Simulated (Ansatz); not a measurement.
One geometry of the cluster Mg₃O₃⁺, several levels of theory.

```yaml
crystal:
  periodic: [false, false, false]
  atoms:
    - {symbol: Mg, position_ang: [-3.215992, -2.146091, -0.190709]}
    - {symbol: Mg, position_ang: [2.695524, 1.794309, 0.164858]}
    - {symbol: Mg, position_ang: [-0.231977, -0.154035, -0.015866]}
    - {symbol: O, position_ang: [-1.736378, -1.158516, -0.107977]}
    - {symbol: O, position_ang: [1.127463, 0.934735, 0.863390]}
    - {symbol: O, position_ang: [1.361361, 0.729608, -0.713697]}
basis:
  gaussian: {orbitals: def2-TZVP, initial_orbitals: start.molden}
total_charge: 1
magnetization: {spin_polarized: true, initial_magnetization: 1}
hamiltonian: {xc: {name: BLYP}, dispersion: d4}
scf: {omitted_lower_state_checks: [starts]}
output: {orbitals: {seedname: orbitals}}
```

The file start.molden holds the orbitals of an earlier run on this structure, at another level or in another basis.

```sh
$ ansatz run in.yaml --threads 4 --pin off --events-out ev --progress --plain --max-ram 4787MiB
```

Output, abridged:

```
Functional definition: BLYP
  name "BLYP"
  cite "Becke, Phys. Rev. A 38, 3098 (1988) doi:10.1103/PhysRevA.38.3098"
  cite "Lee, Yang & Parr, Phys. Rev. B 37, 785 (1988) doi:10.1103/PhysRevB.37.785"
  parameter beta = 0.0042
  parameter a = 0.04918
  parameter b = 0.132
  parameter c = 0.2533
  parameter d = 0.349
  exchange = b88_x(beta = beta)
  correlation = lyp_c(a = a, b = b, c = c, d = d)
these checks for a lower state are left out or cut short: starts
1317 factors; their error is unknown
mean field evaluation 1: about -22472.3083 eV, gradient 1.0e1 eV
mean field evaluation 2: about -22472.5670 eV, gradient 3.0e-1 eV
mean field evaluation 4: about -22472.5473 eV, gradient 1.5e-1 eV
mean field evaluation 8: about -22472.5473 eV, gradient 2.1e-5 eV
mean field -22472.54733887 eV, -825.8508822639 hartree, gradient 2.1e-5 eV, S^2 0.751590; 0 other end points of the search recorded, 0 dependent functions left out
reference -22472.54771865 eV, -825.8508962203 hartree; 30, 29 occupied and 159, 160 virtual orbitals, 1317 factors
Total energy: -22472.84115922 eV, -825.8616799626 hartree
Checks for a lower state left out: starts
```

Hardware: 4 threads of AMD EPYC 7B13 on a shared host. Wall time 4.3 s.

As the first input, with `correlation: {method: mp2}` and without the key `hamiltonian` (abridged; 4.5 s):

```
Functional definition: HF
mean field -22404.12252127 eV, -823.3363165968 hartree, gradient 1.7e-6 eV, S^2 1.093622
6 core orbitals not correlated: weight in the atoms' cores, before any rotation towards them, 1.000 or more for the frozen orbitals, at most 0.000 for the correlated occupied ones
second order -33.77767648 eV of doubles, -0.00000000 eV of singles
Total energy: -22437.90019774 eV, -824.5776233121 hartree
Checks for a lower state left out: starts
```

As the first input, with `hamiltonian: {xc: lda}` (abridged; 1.7 s):

```
Functional definition: SPW92
mean field -22351.85570677 eV, -821.4155465919 hartree, gradient 2.3e-5 eV, S^2 0.752376
Total energy: -22351.85576304 eV, -821.4155486598 hartree
Checks for a lower state left out: starts
```

Geometry: r2SCAN-D4/def2-SVP.

Correlated methods freeze 6 core orbitals; core or outer-core shells of Mg are correlated, in sets that lack core-valence functions. At BLYP-D4/def2-TZVP, LDA (SPW92)/def2-TZVP the gap within one spin of the charge 1 doublet nearly closes, so an electron or hole may be smeared out by delocalisation error. At MP2/def2-TZVP the charge 1 doublet is spin-contaminated (final ⟨S²⟩ up to 1.09, 0.75 for a pure state). Another isomer (doublet) lies 0.70 eV lower at PBE0-D4/def2-TZVP; other spin states weren't run for this one.
